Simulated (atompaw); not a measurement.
**Pseudopotential generation for oxygen: PAW (atompaw), LDA (PW92), scalar-relativistic.**

O, PAW, made with atompaw 4.2.0.5 (LDA (PW92), scalar-relativistic). Core [He], reference 2s2 2p3.5 (charge +0.5). Waves: 2s (bound): rc 2.05 bohr; 2s channel at -1.65 Ry: rc 1.00 bohr; 2p (bound): rc 2.05 bohr; 2p channel at -0.8 Ry: rc 2.05 bohr. Local part: troulliermartins scheme with l = 2 at 0 Ry, radius 1.40 bohr. Core correction: smooth core density matched at 1.30 bohr. Augmentation charge: sinc compensation charge, radius 1.95 bohr; PAW radius 2.05 bohr; waves and projectors: custom rrkj gramschmidtortho.

Poles of the logarithmic derivatives, all-electron (AE) and pseudo (PS). s: poles at -1.9 (AE) and -1.9 (PS) Ry. p: poles at -0.8 (AE) and -0.8 (PS) Ry. Test radius 2.05 bohr.

* Cutoffs needed: 15 Ry and 21 Ry (the cutoffs (Ry, on a coarse ladder) from which the occupation-weighted sum of valence levels, in a spherical-Bessel basis at the reference potential, stays within 10 and 1 mRy of its value at 400 Ry)
* Ghost test: no extra level below or beside the all-electron valence levels (s, p, d, f tested) (spherical-Bessel basis up to 400 Ry, 20 bohr box)
* Lowest eigenvalue of the overlap operator: 0.09 (s channel)
* Overlap eigenvalues printed by atompaw (projector basis): 0.00743, 0.0444, 0.532, 17
* Share of each valence orbital outside the PAW sphere: 2s 5 %, 2p 10 %
